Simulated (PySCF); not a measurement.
First SCF of a structure search on sextet CoOCl₂, at a hand-made trigonal planar geometry. PySCF input:

```python
from pyscf import gto, scf, dft
mol = gto.M(atom='''
Co    -0.000010     0.000000    -0.330270
O     -0.000000     0.000000    -1.930230
Cl    -1.818660     0.000000     0.719750
Cl     1.818670     0.000000     0.719760''',
    basis={'Co': 'def2-TZVP', 'O': 'def2-TZVP', 'Cl': 'def2-TZVP'},
    charge=0, spin=5)
mf = dft.UKS(mol, xc='PBE0')
mf.grids.atom_grid = (50, 194)
aux = {'Co': 'def2-universal-JKFIT', 'O': 'def2-universal-JKFIT', 'Cl': 'def2-universal-JKFIT'}
mf = mf.density_fit(auxbasis=aux)
mf.conv_tol = 1e-08
mf.diis_space = 10
mf.max_cycle = 60
mf.init_guess = 'minao'
mf.verbose = 4
mf.kernel()
```

Excerpt of the output (cycles alone):

```
init E= -2376.91337739445
cycle= 1 E= -2361.28203719494  delta_E= 15.6  |g|= 5.83  |ddm|= 7.97
cycle= 2 E= -2289.24099881399  delta_E=   72  |g|= 16.3  |ddm|= 14.1
cycle= 3 E= -2346.81527175242  delta_E= -57.6  |g|= 11.1  |ddm|= 7.84
cycle= 4 E= -2358.1153505572  delta_E= -11.3  |g|= 8.91  |ddm|= 2.32
cycle= 5 E= -2365.67520922602  delta_E= -7.56  |g|= 6.29  |ddm|= 3.91
cycle= 6 E= -2369.18163099715  delta_E= -3.51  |g|= 5.21  |ddm|=  3.3
cycle= 7 E= -2372.72716590519  delta_E= -3.55  |g|= 4.16  |ddm|= 1.83
cycle= 8 E= -2375.93045545583  delta_E= -3.2  |g|= 2.58  |ddm|= 1.04
cycle= 9 E= -2377.43319552623  delta_E= -1.5  |g|= 1.04  |ddm|= 0.697
cycle= 10 E= -2377.74701516913  delta_E= -0.314  |g|= 0.354  |ddm|= 0.658
cycle= 11 E= -2377.79665914417  delta_E= -0.0496  |g|= 0.245  |ddm|= 0.279
cycle= 12 E= -2377.81171788895  delta_E= -0.0151  |g|= 0.158  |ddm|= 0.115
cycle= 13 E= -2377.8181082052  delta_E= -0.00639  |g|= 0.0581  |ddm|= 0.0614
cycle= 14 E= -2377.81987109942  delta_E= -0.00176  |g|= 0.0343  |ddm|= 0.0801
cycle= 15 E= -2377.82030924851  delta_E= -0.000438  |g|= 0.00877  |ddm|= 0.0183
cycle= 16 E= -2377.8204266632  delta_E= -0.000117  |g|= 0.00535  |ddm|= 0.0172
cycle= 17 E= -2377.82047220639  delta_E= -4.55e-05  |g|= 0.00384  |ddm|= 0.0143
cycle= 18 E= -2377.82049068847  delta_E= -1.85e-05  |g|= 0.00125  |ddm|= 0.00823
cycle= 19 E= -2377.82049427492  delta_E= -3.59e-06  |g|= 0.000557  |ddm|= 0.00385
cycle= 20 E= -2377.82049492626  delta_E= -6.51e-07  |g|= 0.000612  |ddm|= 0.00135
cycle= 21 E= -2377.82049527971  delta_E= -3.53e-07  |g|= 0.000297  |ddm|= 0.000949
cycle= 22 E= -2377.82049537531  delta_E= -9.56e-08  |g|= 0.000121  |ddm|= 0.000744
cycle= 23 E= -2377.8204953893  delta_E= -1.4e-08  |g|= 2.69e-05  |ddm|= 0.000265
cycle= 24 E= -2377.8204953899  delta_E= -5.99e-10  |g|= 9.29e-06  |ddm|= 5.3e-05
Extra cycle  E= -2377.82049538988  delta_E= 1.46e-11  |g|= 2.22e-05  |ddm|= 1.71e-05
converged SCF energy = -2377.82049538988  <S^2> = 8.772986  2S+1 = 6.0076571
```

This is not the lowest solution: another start and a stability analysis within the same unrestricted form found one 43.4 kJ/mol lower, at -2377.83701 Eh.

With open d or f shells other occupations or spin states may lie lower.

The search for the lowest solution, 3 starts and the stability check together, took 31 s on 4 threads of a shared Intel Xeon 6975P-C (Granite Rapids) host, with 150 basis functions; the process peaked at 0.75 GiB. Launch command: `OMP_NUM_THREADS=4 python axn.py task.json out`.
